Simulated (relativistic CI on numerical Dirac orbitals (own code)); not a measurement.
# Sensitivity of the levels of Zr¹⁵⁺ to α and to the nuclear radius

Calculated at this level of theory: Dirac-Coulomb-Breit CI, orbitals from a KLI potential per configuration, derivatives by finite differences, unscaled Slater integrals, QED left out (own radial code, finite nucleus).

CI space (outside the closed core [Ne]): 3s2 3p6 3d7, 3s2 3p5 3d8, 3s2 3p4 3d9, 3s 3p6 3d8, 3p6 3d9, 3s2 3p6 3d6 4s, 3s2 3p6 3d6 4p, 3s 3p5 3d9. Levels of other configurations are missing.

With x = (α/α₀)² − 1 an excitation energy changes as ω = ω₀ + qx; K = 2q/ω₀ is the relative enhancement. Terms are leading LS components, so labels can repeat. The field-shift factor is F = δν/δ⟨r²⟩ for the transition from the lowest level.

Lowest level 3s2 3p6 3d7 4F_9/2.

```tsv
Level	ω₀ (cm⁻¹)	q (cm⁻¹)	K	F (GHz/fm²)
3s2 3p6 3d7 4F_7/2	15829	17590	2.22	0.0997
3s2 3p6 3d7 4F_5/2	23826	21830	1.83	0.127
3s2 3p6 3d7 4F_3/2	28445	22860	1.61	0.134
3s2 3p6 3d7 4P_3/2	48353	2292	0.0948	0.0331
3s2 3p6 3d7 4P_5/2	54714	10820	0.395	0.119
3s2 3p6 3d7 2G_9/2	56687	10650	0.376	0.115
3s2 3p6 3d7 4P_1/2	62127	16640	0.536	0.131
3s2 3p6 3d7 2G_7/2	70737	24080	0.681	0.189
3s2 3p6 3d7 4P_3/2	75768	27950	0.738	0.194
3s2 3p6 3d7 2H_11/2	78631	13900	0.354	0.177
3s2 3p6 3d7 2D_5/2	80044	22980	0.574	0.181
3s2 3p6 3d7 2P_1/2	86117	35730	0.83	0.208
3s2 3p6 3d7 2H_9/2	94556	32780	0.693	0.279
3s2 3p6 3d7 2D_3/2	105820	48520	0.917	0.311
3s2 3p6 3d7 2F_5/2	121136	13500	0.223	0.197
3s2 3p6 3d7 2F_7/2	129003	24330	0.377	0.255
3s2 3p6 3d7 2D_3/2	181768	18940	0.208	0.332
3s2 3p6 3d7 2D_5/2	190931	29290	0.307	0.387
3s2 3p5 3d8 4G°_11/2	1103060	27380	0.0497	1.81
3s2 3p5 3d8 2F°_7/2	1138653	36330	0.0638	1.68
3s2 3p5 3d8 4G°_9/2	1138772	55210	0.097	1.77
3s2 3p5 3d8 2D°_5/2	1144771	32580	0.0569	1.67
3s2 3p5 3d8 4G°_7/2	1178225	62260	0.106	1.75
```

At this charge energies of transitions that change n are usually good to better than 1 %, and those within a shell (Δn = 0) to a few per cent. Terms inside the open d or f shell come out 10 to 20 % too wide with unscaled integrals.
